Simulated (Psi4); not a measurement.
C₆H₆N, doublet, geometry from GFN2-xTB, atoms displaced at random by about 0.03 Å a coordinate; TPSS/STO-3G, gradient run with Psi4.

Input for Psi4:
```
memory 2 GB

molecule {
0 2
C    -2.35877172    0.05038401   -0.06890329
C    -0.88727833    0.02672751   -0.03996704
C    -0.08346610    0.83843290    0.81332494
C     1.26605673    0.76782263    0.75893348
C     1.88562371   -0.19521609   -0.07853958
C     0.99444338   -0.92788255   -0.85899329
N    -0.20791801   -0.83812700   -0.83592087
H    -2.77346799   -0.44208371    0.77802327
H    -2.64065237    1.09024171   -0.10183861
H    -2.65251401   -0.44993337   -0.96847073
H    -0.61491741    1.51802346    1.46118914
H     1.87382251    1.35973127    1.38977768
H     2.95811766   -0.29925546   -0.08921717
symmetry c1
no_reorient
no_com
}

set {
  basis sto-3g
  reference uks
}

gradient('tpss')
print_variables()
```

Output, abridged:

```
gradient() will perform analytic gradient computation.

   => Loading Basis Set <=

    Name: STO-3G
    Role: ORBITAL
    Keyword: BASIS

         ---------------------------------------------------------
                                   SCF
               by Justin Turney, Rob Parrish, Andy Simmonett
                          and Daniel G. A. Smith
                              UKS Reference
         ---------------------------------------------------------

  ==> Geometry <==

    Molecular point group: c1
    Full point group: C1

    Geometry (in Angstrom), charge = 0, multiplicity = 2:

       Center              X                  Y                   Z               Mass
    ------------   -----------------  -----------------  -----------------  -----------------
         C           -2.358771720000     0.050384010000    -0.068903290000    12.000000000000
         C           -0.887278330000     0.026727510000    -0.039967040000    12.000000000000
         C           -0.083466100000     0.838432900000     0.813324940000    12.000000000000
         C            1.266056730000     0.767822630000     0.758933480000    12.000000000000
         C            1.885623710000    -0.195216090000    -0.078539580000    12.000000000000
         C            0.994443380000    -0.927882550000    -0.858993290000    12.000000000000
         N           -0.207918010000    -0.838127000000    -0.835920870000    14.003074004430
         H           -2.773467990000    -0.442083710000     0.778023270000     1.007825032230
         H           -2.640652370000     1.090241710000    -0.101838610000     1.007825032230
         H           -2.652514010000    -0.449933370000    -0.968470730000     1.007825032230
         H           -0.614917410000     1.518023460000     1.461189140000     1.007825032230
         H            1.873822510000     1.359731270000     1.389777680000     1.007825032230
         H            2.958117660000    -0.299255460000    -0.089217170000     1.007825032230

  Running in c1 symmetry.

  Rotational constants: A =      0.20784  B =      0.09009  C =      0.06360 [cm^-1]
  Rotational constants: A =   6230.89538  B =   2700.77350  C =   1906.73309 [MHz]
  Nuclear repulsion =  265.850079713259220

  Charge       = 0
  Multiplicity = 2
  Electrons    = 49
  Nalpha       = 25
  Nbeta        = 24

  ==> Algorithm <==

  SCF Algorithm Type is DF.
  DIIS enabled.
  MOM disabled.
  Fractional occupation disabled.
  Guess Type is SAD.
  Energy threshold   = 1.00e-08
  Density threshold  = 1.00e-08
  Integral threshold = 1.00e-12

  ==> Primary Basis <==

  Basis Set: STO-3G
    Blend: STO-3G
    Number of shells: 27
    Number of basis functions: 41
    Number of Cartesian functions: 41
    Spherical Harmonics?: true
    Max angular momentum: 1

  ==> DFT Potential <==

   => LibXC <=

    Version 7.1.2
    S. Lehtola, C. Steigemann, M. J. T. Oliveira, and M. A. L. Marques,  SoftwareX 7, 1–5 (2018) (10.1016/j.softx.2017.11.002)

   => Composite Functional: TPSS <=

    TPSS Meta-GGA XC Functional

    J. Tao, et al., Phys. Rev. Lett., 91, 146401, 2003

    Deriv               =              1
    GGA                 =           TRUE
    Meta                =           TRUE

    Exchange Hybrid     =          FALSE
    MP2 Hybrid          =          FALSE

   => Exchange Functionals <=

    1.0000   XC_MGGA_X_TPSS

   => Correlation Functionals <=

    1.0000   XC_MGGA_C_TPSS

   => LibXC Density Thresholds  <==

    XC_MGGA_C_TPSS:  1.00E-15
    XC_MGGA_X_TPSS:  1.00E-15

   => Molecular Quadrature <=

    Radial Scheme          =       TREUTLER
    Pruning Scheme         =           NONE
    Nuclear Scheme         =       TREUTLER

    Blocking Scheme        =         OCTREE
    BS radius alpha        =              1
    Pruning alpha          =              1
    Radial Points          =             75
    Spherical Points       =            302
    Total Points           =         272076
    Total Blocks           =           2083
    Max Points             =            256
    Max Functions          =             40
    Weights Tolerance      =       1.00E-15

   => Loading Basis Set <=

    Name: (STO-3G AUX)
    Role: JKFIT
    Keyword: DF_BASIS_SCF

  ==> Integral Setup <==

  SCF_SUBTYPE=INCORE selected. In-core MEM_DF algorithm will be used.
  Using in-core AOs.

  ==> MemDFJK: Density-Fitted J/K Matrices <==

    J tasked:                   Yes
    K tasked:                    No
    wK tasked:                   No
    Algorithm:                 Core
    Schwarz Cutoff:           1E-12
    Mask sparsity (%):       1.6657
    Fitting Condition:        1E-10

   => Auxiliary Basis Set <=

  Basis Set: (STO-3G AUX)
    Blend: DEF2-UNIVERSAL-JKFIT
    Number of shells: 211
    Number of basis functions: 635
    Number of Cartesian functions: 747
    Spherical Harmonics?: true
    Max angular momentum: 4

  Minimum eigenvalue in the overlap matrix is 1.6329307373E-01.
  Reciprocal condition number of the overlap matrix is 6.4190721636E-02.
    Using symmetric orthogonalization.

  ==> Pre-Iterations <==

  SCF Guess: Superposition of Atomic Densities via on-the-fly atomic UHF (no occupation information).

   -------------------------
    Irrep   Nso     Nmo
   -------------------------
     A         41      41
   -------------------------
    Total      41      41
   -------------------------

  ==> Iterations <==

                           Total Energy        Delta E     RMS |[F,P]|

   @DF-UKS iter SAD:  -281.06622897993321   -2.81066e+02   0.00000e+00
   @DF-UKS iter   1:  -283.41488600890870   -2.34866e+00   4.82749e-03 ADIIS/DIIS
   @DF-UKS iter   2:  -283.35684791222616    5.80381e-02   8.72502e-03 ADIIS/DIIS
   @DF-UKS iter   3:  -283.44210763075176   -8.52597e-02   1.06045e-03 ADIIS/DIIS
   @DF-UKS iter   4:  -283.44287555038238   -7.67920e-04   7.27300e-04 ADIIS/DIIS
   @DF-UKS iter   5:  -283.44342623060317   -5.50680e-04   2.56232e-04 ADIIS/DIIS
[...]
  @DF-UKS Final Energy:  -283.44350949547299
    Total Energy =                       -283.4435094954729948
[...]

 ------------------------------------------------------------------------------------
     Multipole            Electronic (a.u.)      Nuclear  (a.u.)        Total (a.u.)
 ------------------------------------------------------------------------------------

 L = 1.  Multiply by 2.5417464519 to convert [e a0] to [Debye]
 Dipole X            :          0.5809261           -0.7660792           -0.1851531
 Dipole Y            :          0.0728896            0.5129574            0.5858470
 Dipole Z            :          0.9921638           -0.4286866            0.5634772
 Magnitude           :                                                    0.8336695

 ------------------------------------------------------------------------------------

         ------------------------------------------------------------
                                   SCF GRAD
                          Rob Parrish, Justin Turney,
                       Andy Simmonett, and Alex Sokolov
         ------------------------------------------------------------

  ==> Geometry <==

    Molecular point group: c1
    Full point group: C1

    Geometry (in Angstrom), charge = 0, multiplicity = 2:

       Center              X                  Y                   Z               Mass
    ------------   -----------------  -----------------  -----------------  -----------------
         C           -2.358771720000     0.050384010000    -0.068903290000    12.000000000000
         C           -0.887278330000     0.026727510000    -0.039967040000    12.000000000000
         C           -0.083466100000     0.838432900000     0.813324940000    12.000000000000
         C            1.266056730000     0.767822630000     0.758933480000    12.000000000000
         C            1.885623710000    -0.195216090000    -0.078539580000    12.000000000000
         C            0.994443380000    -0.927882550000    -0.858993290000    12.000000000000
         N           -0.207918010000    -0.838127000000    -0.835920870000    14.003074004430
         H           -2.773467990000    -0.442083710000     0.778023270000     1.007825032230
         H           -2.640652370000     1.090241710000    -0.101838610000     1.007825032230
         H           -2.652514010000    -0.449933370000    -0.968470730000     1.007825032230
         H           -0.614917410000     1.518023460000     1.461189140000     1.007825032230
         H            1.873822510000     1.359731270000     1.389777680000     1.007825032230
         H            2.958117660000    -0.299255460000    -0.089217170000     1.007825032230

  Nuclear repulsion =  265.850079713259220

  ==> Basis Set <==

  Basis Set: STO-3G
    Blend: STO-3G
    Number of shells: 27
    Number of basis functions: 41
    Number of Cartesian functions: 41
    Spherical Harmonics?: true
    Max angular momentum: 1

  ==> DFJKGrad: Density-Fitted SCF Gradients <==

    Gradient:                    1
    J tasked:                  Yes
    K tasked:                   No
    wK tasked:                  No
    Integrals threads:           1
    Schwarz Cutoff:          1E-12
    Fitting Condition:       1E-10

   => Auxiliary Basis Set <=

  Basis Set: (STO-3G AUX)
    Blend: DEF2-UNIVERSAL-JKFIT
    Number of shells: 211
    Number of basis functions: 635
    Number of Cartesian functions: 747
    Spherical Harmonics?: true
    Max angular momentum: 4

  ==> DFT Potential <==

   => LibXC <=

    Version 7.1.2
    S. Lehtola, C. Steigemann, M. J. T. Oliveira, and M. A. L. Marques,  SoftwareX 7, 1–5 (2018) (10.1016/j.softx.2017.11.002)

   => Composite Functional: TPSS <=

    TPSS Meta-GGA XC Functional

    J. Tao, et al., Phys. Rev. Lett., 91, 146401, 2003

    Deriv               =              1
    GGA                 =           TRUE
    Meta                =           TRUE

    Exchange Hybrid     =          FALSE
    MP2 Hybrid          =          FALSE

   => Exchange Functionals <=

    1.0000   XC_MGGA_X_TPSS

   => Correlation Functionals <=

    1.0000   XC_MGGA_C_TPSS

   => LibXC Density Thresholds  <==

    XC_MGGA_C_TPSS:  1.00E-15
    XC_MGGA_X_TPSS:  1.00E-15

   => Molecular Quadrature <=

    Radial Scheme          =       TREUTLER
    Pruning Scheme         =           NONE
    Nuclear Scheme         =       TREUTLER

    Blocking Scheme        =         OCTREE
    BS radius alpha        =              1
    Pruning alpha          =              1
    Radial Points          =             75
    Spherical Points       =            302
    Total Points           =         272076
    Total Blocks           =           2083
    Max Points             =            256
    Max Functions          =             40
    Weights Tolerance      =       1.00E-15

  -Total Gradient:
     Atom            X                  Y                   Z
    ------   -----------------  -----------------  -----------------
       1        0.002838803504    -0.013244371474     0.013197384613
       2       -0.034772884456    -0.021421333862    -0.035724830004
       3        0.069152806765     0.001751378162     0.011898985070
       4       -0.046142753582     0.031219949159     0.017197230319
       5        0.001338742539    -0.021522557711    -0.013828562481
       6       -0.197115769843     0.036564663014     0.020161398373
       7        0.190223710091     0.016301041959     0.030864936749
       8        0.017718286390     0.013881648541    -0.028769213721
       9        0.018074610486    -0.018656152791    -0.001656179588
      10        0.015961671062     0.011863041262     0.021608230087
      11        0.004510513614    -0.014696492401    -0.013513885349
      12       -0.021969074324    -0.025164784879    -0.024128821406
      13       -0.019820014875     0.003157989862     0.002723233423

  Variable Map:
  ----------------------------------------------------------------------------
[...]
  Array Variable Map:
  ----------------------------------------------------------------------------
[...]
[...]
```
